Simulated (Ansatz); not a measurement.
Geometry optimisation, RKS BLYP/def2-SVP (Ansatz 0.2.0).

The input (input.yaml):

```yaml
crystal:
  periodic: [false, false, false]
  atoms:
    - { symbol: Ge, position_ang: [-0.3945, -1.0216, -0.09] }
    - { symbol: O, position_ang: [1.6066, -0.2057, 0.2133] }
    - { symbol: H, position_ang: [0.2697, -1.5447, -1.3244] }
    - { symbol: H, position_ang: [-0.1222, -1.8096, 1.1615] }
    - { symbol: H, position_ang: [-1.9001, -1.3513, -0.3536] }
    - { symbol: H, position_ang: [1.1546, 0.9603, 0.3989] }
    - { symbol: P, position_ang: [-0.5269, 1.6132, 0.1348] }
    - { symbol: H, position_ang: [2.3794, -0.3294, 0.7667] }
    - { symbol: H, position_ang: [-0.5928, 1.8271, -1.23] }
    - { symbol: H, position_ang: [-1.8738, 1.8617, 0.3229] }
basis:
  gaussian: { orbitals: def2-SVP }
hamiltonian:
  xc: blyp
relax:
  f_tol: 0.15
  max_steps: 25
  restrain:
    - { distance: [0, 6], at: 3.57, k: 30.0 }
    - { distance: [5, 1], at: 2.27, k: 30.0 }
    - { distance: [0, 1], at: 1.86, k: 30.0 }
    - { distance: [5, 6], at: 1.38, k: 30.0 }
output:
  orbitals: {}
```

Run as:

```bash
$ ansatz run input.yaml --threads 2 --pin off --max-ram 3072MiB --backend cpu --events-out ev --progress --plain --runs-dir out
```

Question: Where does it end, and by what steps?

Answer: The run converged. The restraints hold the end off the free minimum. After 10 steps the energy has fallen by 1.624 eV (the restraints' own energy left out); H5 moved furthest, 1.17 Å. Parted: Ge1–P7. Joined: H6–P7.

```csv
step,energy less start (eV),largest force component (eV/Å),accepted
0,0.0000,3.869,yes
1,1.3822,3.193,yes
2,2.0152,2.075,yes
3,1.2361,2.766,yes
4,-0.0841,1.410,yes
5,-0.6586,1.932,yes
6,-1.1253,1.380,yes
7,-1.4028,1.411,yes
8,-1.5668,1.460,yes
9,-1.6203,1.354,yes
10,-1.6238,1.371,yes
```

```xyz
10
Properties=species:S:1:pos:R:3
Ge 0.003 -1.288 -0.133
O 1.630 -0.423 -0.014
H 0.110 -2.078 -1.465
H -0.076 -2.261 1.087
H -1.251 -0.403 -0.146
H 0.421 1.412 0.543
P -0.524 2.276 -0.022
H 1.908 -0.399 0.924
H -0.553 1.577 -1.278
H -1.667 1.587 0.505
```

Whether the end is a true minimum wasn't checked by a vibrational analysis.

Run time: 17 s on 2 threads of Arm Neoverse V2, on a shared host, peak memory 0.14 GiB.
